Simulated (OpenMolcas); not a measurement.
Sb+: effect of the level shift or regulariser

```json
{
  "Program": "OpenMolcas 26.06",
  "Basis": "ANO-RCC-VTZP [7s6p4d2f1g]",
  "Scalar Hamiltonian": "DKH2, point nucleus",
  "Active space": "4 electrons in 4 orbitals (5s 5p)",
  "State averaging": "2S+1 = 3 even, 3 roots; 2S+1 = 1 even, 6 roots; 2S+1 = 5 odd, 1 root; 2S+1 = 3 odd, 9 roots; 2S+1 = 1 odd, 8 roots",
  "Spin-orbit coupling": "RASSI with atomic mean-field integrals over the reference wave functions, term energies averaged over their components"
}
```

Methods on the same reference wave functions:
A. CASSCF
B. SS-CASPT2, IPEA 0.25 Eh, imaginary shift 0.1 Eh (closed shells correlated: 4d)
C. SS-CASPT2, IPEA 0.25 Eh, real shift 0.2 Eh (closed shells correlated: 4d)

Energies in cm⁻¹ above 5s² 5p² ³P₀, the measured ground level; measured values from NIST Handbook of Basic Atomic Spectroscopic Data.

```tsv
Level	A	B	C	Measured
5s² 5p² ³P₀	0.0	0.0	0.0	0.0
5s² 5p² ³P₁	2629	2600	2600	3055
5s² 5p² ³P₂	5279	5010	5010	5658
5s² 5p² ¹D₂	14386	12010	12060	12790
5s² 5p² ¹S₀	23384	24040	24080	23906
5s 5p³ ⁵S°₂	39280	49670	49620	51723
5s 5p³ ³D°₂	71154	66280	67240	66502
5s 5p³ ³D°₁	71288	66290	67260	66292
5s 5p³ ³D°₃	71949	66910	67900	67888
5s 5p³ ³P°₀	81438	79010	79550	76858
5s 5p³ ³P°₁	81773	79180	79720	77139
5s 5p³ ³P°₂	82301	79580	80140	78391
5s 5p³ ¹D°₂	106732	90690	91590	
5s 5p³ ³S°₁	109309	96000	96210	
5s 5p³ ¹P°₁	116974	102710	103270
```

Deviations, from unrounded energies. A percentage is the sum of absolute deviations over the sum of measured energies, with the sign that they share, or ± where signs differ.

| Against measurement | Levels | A | B | C |
| --- | --- | --- | --- | --- |
| mean absolute deviation (cm-1) | 11 | 3800 | 970 | 1200 |
| fine structure of the ground term (%) | 2 | -9.2 | -12.7 | -12.6 |
| other terms of the ground configuration (%) | 2 | ±5.8 | ±2.5 | ±2.5 |
| other configurations (%) | 7 | ±8.1 | ±1.8 | ±2.2 |

B lies closest to measurement on these levels and A furthest from it. The largest miss of B in the table is 5s 5p³ ³P°₀, by +2200 cm-1. The ranking rests on the paired levels alone, and a cruder setting can come out closer through cancelling errors.

Between B and C the level of the table that moves most is 5s 5p³ ³D°₃, by 990 cm-1 (lowest in B, highest in C). Moves below CASPT2's spread within the term are not significant.

The mean deviations of B to C differ by less than CASPT2's widest spread within a term (790 cm-1), so their order carries little weight.

From A to B the spin-free energies of the other terms of 5s² 5p² shown, above ³P, scale by factors of 0.73 to 1.04.

The lowest spin-free term lies below A's lowest term by 0.474 hartree in B, 0.473 hartree in C.

CASPT2 breaks the degeneracy within a term, and the mean is taken; among the terms shown or strongly mixed into the levels shown the widest spread is 790 cm-1 (5s 5p³ ¹D°, B). Over all roots computed the reference weight is 0.84 to 0.94 in B, 0.88 to 0.94 in C; the roots of lowest weight are the least certain, and an intruder state may touch them. Terms of s pⁿ other than that of highest spin mix with s² pⁿ⁻² d, which this space lacks; all of them can be thousands of cm-1 off, and some have no real level of that name. Computed and measured levels are paired by configuration, term and J; levels that our copy of the source lacks, or whose pairing is in doubt (as where it misses far off the trend of its configuration), stay unpaired and out of the deviations. Levels of configurations outside the active space are missing.

° marks odd parity.
